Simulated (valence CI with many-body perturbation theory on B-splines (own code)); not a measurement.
**E1 transitions of Au⁴⁷⁺**

Level of theory: valence CI with perturbative core correlation (CI+MBPT): four valence electrons over a frozen Dirac-Fock core [Ar] 3d10, radial functions for each j: 11 s, 11 p, 9 d, 7 f, 5 g, 2 h, 1 i, with the one-electron correlation potential Σ1 (screened to all orders), the two-electron term Σ2, the three-electron term Σ3, Breit, model QED; selected single and double excitations, second order for the rest (own B-spline code, finite nucleus).

No measured spectrum was set against this ion. As an estimate, large intervals hold to a few tenths of a per cent, small ones and those within an open d or f shell to about a per cent.

Lines 101 to 150 of 243 in falling wavelength, among levels below 619.90 eV, chosen from the strongest by gf and those to the six lowest levels. Wavelengths and rates use the calculated energies. Electric multipoles are in the length gauge, E1 and E2 with the static RPA response of the core. Weak lines are less certain than strong ones. Lines between different terms over intervals too small for the method are left out, as are lines whose strength nearly cancels. The highest levels of a list are the least certain.

Levels are named by their leading jj configuration (3d3/2^4 stands for four electrons in 3d with j = 3/2), which in mixed levels can hold well under half, so a name can repeat and another be missing. Letters in brackets count levels of one name in rising energy.

```csv
λ vac (Å),Upper,Lower,A (s⁻¹),S (a.u.)
59.27,(4s^2 4p1/2 4f5/2) J=2,(4s^2 4p1/2 4d3/2) J=1,7.47e+10,3.84e-02
59.23,(4s 4p1/2 4p3/2 4d5/2) J=4 [b],(4s 4p1/2 4p3/2^2) J=3,1.91e+11,1.76e-01
59.04,(4s 4p1/2 4p3/2 4d5/2) J=1 [c],(4s 4p1/2 4p3/2^2) J=1 [a],4.37e+11,1.33e-01
58.91,(4s^2 4p3/2 4d5/2) J=1,(4s^2 4p3/2^2) J=0,4.25e+11,1.29e-01
58.87,(4s 4p1/2 4p3/2 4d5/2) J=3 [a],(4s 4p1/2 4p3/2^2) J=2 [a],1.68e+11,1.19e-01
58.84,(4s 4p1/2 4p3/2 4d5/2) J=3 [d],(4s 4p1/2 4p3/2^2) J=2 [b],6.03e+11,4.24e-01
58.72,(4s 4p1/2 4p3/2 4d5/2) J=0,(4s 4p1/2 4p3/2^2) J=1 [a],2.51e+11,2.51e-02
58.69,(4s 4p1/2 4p3/2 4d5/2) J=2 [c],(4s 4p1/2 4p3/2^2) J=1 [a],2.61e+11,1.30e-01
58.68,(4s 4p1/2 4p3/2 4d5/2) J=1 [b],(4s 4p1/2 4p3/2^2) J=0,3.01e+11,9.00e-02
58.58,(4s 4p1/2 4p3/2 4d5/2) J=2 [d],(4s 4p1/2 4p3/2^2) J=1 [b],5.51e+11,2.73e-01
58.13,(4s 4p1/2 4p3/2 4d5/2) J=2 [d],(4s 4p1/2 4p3/2^2) J=2 [b],1.09e+11,5.28e-02
57.67,(4s 4p1/2 4p3/2 4d5/2) J=1 [a],(4s 4p1/2 4p3/2^2) J=2 [a],5.04e+10,1.43e-02
57.51,(4s 4p1/2 4p3/2 4d5/2) J=2 [d],(4s 4p1/2 4p3/2^2) J=1 [a],2.18e+11,1.02e-01
57.45,(4s 4p1/2 4p3/2 4d5/2) J=3 [c],(4s 4p1/2 4p3/2^2) J=3,2.19e+10,1.43e-02
57.39,(4s 4p1/2 4p3/2 4d5/2) J=3 [b],(4s 4p1/2 4p3/2^2) J=2 [a],2.69e+11,1.75e-01
57.27,(4s 4p1/2^2 4d5/2) J=2,(4s 4p1/2^2 4p3/2) J=2,7.80e+10,3.61e-02
57.21,(4s 4p1/2 4p3/2 4d5/2) J=4 [c],(4s 4p1/2 4p3/2^2) J=3,5.01e+11,4.17e-01
56.92,(4s^2 4p3/2 4d5/2) J=3,(4s^2 4p3/2^2) J=2,9.45e+11,6.02e-01
56.90,(4s 4p1/2 4p3/2 4d5/2) J=1 [c],(4s 4p1/2 4p3/2^2) J=0,5.20e+10,1.42e-02
56.56,(4s 4p1/2 4p3/2 4d3/2) J=3 [b],(4s^2 4p1/2 4d5/2) J=2,5.23e+10,3.27e-02
56.19,(4s^2 4p3/2 4d5/2) J=1,(4s^2 4p3/2^2) J=2,1.35e+11,3.54e-02
55.57,(4s^2 4p1/2 4f5/2) J=3,(4s^2 4p1/2 4d3/2) J=2,1.18e+11,6.97e-02
55.22,(4s 4p1/2 4p3/2 4d5/2) J=3 [c],(4s 4p1/2 4p3/2^2) J=2 [a],5.59e+11,3.25e-01
55.14,(4s 4p1/2 4p3/2 4d5/2) J=2 [c],(4s 4p1/2 4p3/2^2) J=3,5.59e+10,2.31e-02
54.71,(4s 4p1/2 4p3/2 4d5/2) J=3 [d],(4s 4p1/2 4p3/2^2) J=3,1.23e+11,6.97e-02
54.09,(4s 4p1/2 4p3/2 4d5/2) J=2 [d],(4s 4p1/2 4p3/2^2) J=3,4.49e+10,1.75e-02
53.37,(4s 4p1/2 4p3/2 4d5/2) J=1 [c],(4s 4p1/2 4p3/2^2) J=2 [a],7.42e+10,1.67e-02
52.94,(4s 4p1/2 4p3/2 4d3/2) J=2 [a],(4s^2 4p1/2 4d3/2) J=2,2.97e+10,1.09e-02
52.92,(4s 4p1/2 4p3/2^2) J=2 [a],(4s^2 4p1/2 4p3/2) J=2,1.67e+10,6.10e-03
52.87,(4s 4p1/2 4p3/2 4d5/2) J=2 [a],(4s^2 4p1/2 4d5/2) J=2,2.17e+11,7.92e-02
52.69,(4s 4p1/2 4p3/2 4d5/2) J=3 [d],(4s 4p1/2 4p3/2^2) J=2 [a],1.97e+10,9.98e-03
52.12,(4s 4p1/2 4p3/2 4d5/2) J=2 [d],(4s 4p1/2 4p3/2^2) J=2 [a],8.50e+10,2.97e-02
51.87,(4s 4p1/2 4p3/2^2) J=2 [a],(4s^2 4p1/2 4p3/2) J=1,4.38e+11,1.51e-01
51.73,(4s 4p1/2 4p3/2 4d5/2) J=3 [a],(4s^2 4p1/2 4d5/2) J=3,9.49e+10,4.54e-02
51.42,(4s 4p1/2 4p3/2 4d5/2) J=3 [a],(4s^2 4p1/2 4d5/2) J=2,2.18e+10,1.02e-02
51.02,(4s 4p1/2 4p3/2^2) J=3,(4s^2 4p1/2 4p3/2) J=2,2.78e+11,1.27e-01
50.58,(4s 4p1/2 4p3/2 4d5/2) J=3 [b],(4s^2 4p1/2 4d5/2) J=3,1.61e+11,7.18e-02
50.49,(4s 4p1/2 4p3/2 4d5/2) J=1 [a],(4s^2 4p1/2 4d5/2) J=2,4.90e+10,9.34e-03
50.29,(4s 4p1/2 4p3/2 4d5/2) J=2 [b],(4s^2 4p1/2 4d5/2) J=3,1.81e+11,5.69e-02
50.28,(4s 4p1/2 4p3/2 4d5/2) J=3 [b],(4s^2 4p1/2 4d5/2) J=2,8.54e+10,3.75e-02
50.18,(4s 4p1/2 4p3/2 4d5/2) J=4 [b],(4s^2 4p1/2 4d5/2) J=3,1.48e+11,8.28e-02
50.04,(4p1/2^2 4p3/2^2) J=2,(4s 4p1/2^2 4p3/2) J=1,5.45e+11,1.69e-01
49.99,(4s 4p1/2 4p3/2 4d5/2) J=2 [b],(4s^2 4p1/2 4d5/2) J=2,2.90e+10,8.94e-03
49.33,(4s 4p1/2 4p3/2 4d3/2) J=1 [d],(4s^2 4p1/2 4d3/2) J=1,3.70e+11,6.58e-02
49.02,(4s 4p3/2^3) J=2,(4s^2 4p3/2^2) J=2,1.12e+12,3.27e-01
48.97,(4s 4p1/2 4p3/2 4d3/2) J=2 [b],(4s^2 4p1/2 4d3/2) J=2,5.41e+11,1.57e-01
48.92,(4s 4p1/2 4p3/2^2) J=0,(4s^2 4p1/2 4p3/2) J=1,4.27e+11,2.47e-02
48.72,(4s 4p1/2 4p3/2 4d5/2) J=4 [c],(4s^2 4p1/2 4d5/2) J=3,4.54e+11,2.33e-01
48.61,(4s 4p1/2 4p3/2 4d5/2) J=3 [c],(4s^2 4p1/2 4d5/2) J=2,6.84e+11,2.71e-01
48.53,(4p1/2^2 4p3/2^2) J=0,(4s 4p1/2^2 4p3/2) J=1,7.77e+11,4.39e-02
```
